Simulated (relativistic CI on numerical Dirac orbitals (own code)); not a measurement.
Radial parameters of Rh¹²⁺

These numbers are calculated, not measured: Dirac-Coulomb-Breit CI, separate exchange-only KLI orbitals for each configuration, QED by a radiative potential, unscaled Slater integrals (own radial code, finite nucleus).

Slater integrals F^k, G^k are unscaled and averaged over j, outside the closed core [Ar] 3d10; ζ comes from projecting the Hamiltonian with its Breit term on Σ l·s of the shell.

- 4s²4p³: F^2(4p,4p) = 111490, ζ(4p) = 28215 cm⁻¹; <r>(4p) = 0.9374, <r^2>(4p) = 0.9907 (bohr units).
- 4s4p⁴: F^2(4p,4p) = 111470, G^1(4s,4p) = 147270, ζ(4p) = 28144 cm⁻¹; <r>(4s) = 0.8913, <r^2>(4s) = 0.8913, <r>(4p) = 0.9374, <r^2>(4p) = 0.9908 (bohr units).
- 4p⁵: ζ(4p) = 28082 cm⁻¹; <r>(4p) = 0.9384, <r^2>(4p) = 0.993 (bohr units).

Averages of the first 10 configurations, taken without configuration mixing, which lowers the lowest level and can move excited configurations by several eV; other configurations of the list can lie among them:

| Configuration | Parity | States | Average energy above the lowest level (eV) |
| --- | --- | --- | --- |
| 4s²4p³ | odd | 20 | 9.3 |
| 4s4p⁴ | even | 30 | 48.9 |
| 4p⁵ | odd | 6 | 93.5 |
| 4s²4p²4d | even | 150 | 67.8 |
| 4s4p³4d | odd | 400 | 105.3 |
| 4s²4p²4f | odd | 210 | 126.5 |
| 4s4p³4f | even | 560 | 164.2 |
| 4p⁴4d | even | 150 | 147.8 |
| 4s4p²4d² | even | 1350 | 163.2 |
| 4s²4p²5s | even | 30 | 124.6 |
